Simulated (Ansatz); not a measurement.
Job for Ansatz (a program for electronic structure): U-r2SCAN/def2-TZVPP on GaC, 2S+1 = 4, a spin state set in the input, which need not be the lowest, a point of a bond scan (R = 2.010 Å).

Ansatz 0.2 input:
```yaml
crystal:
  periodic: [false, false, false]
  atoms:
    - {symbol: C, position_ang: [0.00000000, 0.00000000, 0.00000000]}
    - {symbol: Ga, position_ang: [0.00000000, 0.00000000, 2.00951000]}
basis:
  gaussian:
    orbitals: def2-TZVPP
    pivot_positions_ang: [[0.00000000, 0.00000000, 0.00000000], [0.00000000, 0.00000000, 2.00951000]]
hamiltonian:
  xc: {name: r2SCAN}
magnetization: {spin_polarized: true, initial_magnetization: 3}
output: {forces: true, orbitals: {seedname: ./end}}
```

The log:

```
WARN ansatz: RAYON_NUM_THREADS=1 ignored (pool sized by the plan → 1); use --threads N
Functional definition: r2SCAN
integrals: 0.02 GiB planned
548 factors; their error is unknown
mean field: 0.21 GiB planned
mean field evaluation 1: about -53404.0277 eV, gradient 2.9e1 eV
mean field evaluation 2: about -53365.9876 eV, gradient 6.7e1 eV
mean field evaluation 4: about -53408.7125 eV, gradient 7.2e0 eV
mean field evaluation 8: about -53409.1359 eV, gradient 5.2e-2 eV
mean field evaluation 16: about -53409.1231 eV, gradient 4.2e-5 eV
mean field -53409.12314092 eV, -1962.7490734248 hartree, gradient 4.6e-5 eV, S^2 3.756334; 0 other end points of the search recorded, 0 dependent functions left out
the calculation of the forces begins
reference -53409.12315212 eV, -1962.7490738366 hartree; 20, 17 occupied and 59, 62 virtual orbitals, 548 factors
Total energy: -53409.12315212 eV, -1962.7490738366 hartree
Atom 0 at     0.000000     0.000000     0.000000 Å, force     0.000000    -0.000000     0.161691 eV/Å
Atom 1 at     0.000000     0.000000     2.009510 Å, force    -0.000000     0.000000    -0.161691 eV/Å
Dipole moment:     0.000000    -0.000000     0.401304 e Å
```

Self-consistency was reached.

Cost: about 2.2 core-seconds (a rough figure).
